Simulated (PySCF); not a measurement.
A structure optimised at PBE-D3(BJ)/def2-SVP, used in a PySCF frequency run:

```xyz
13

O      2.9024     0.4252     0.5889
Si     1.5102    -0.4990     0.4587
N     -0.0288     0.2448     1.0987
C     -0.8403     0.1252     0.0819
Si    -2.7024     0.5226     0.2192
Si     0.2076    -0.4088    -1.4885
H      3.4497     0.2575     1.3762
H      1.7033    -1.8193     1.1640
H     -3.4714    -0.7180    -0.1564
H     -3.0792     0.9664     1.6034
H     -3.0431     1.5931    -0.7848
H     -0.2140    -1.5491    -2.3875
H      0.4632     0.7962    -2.3590
```

Q: Write its SMILES and formula.

A: O[Si@H]1N=C([SiH3])[SiH2]1, CH7NOSi3

Q: What are its rotational constants (standard atomic weights)?

A: 3.7124, 1.0362, 0.86705 GHz
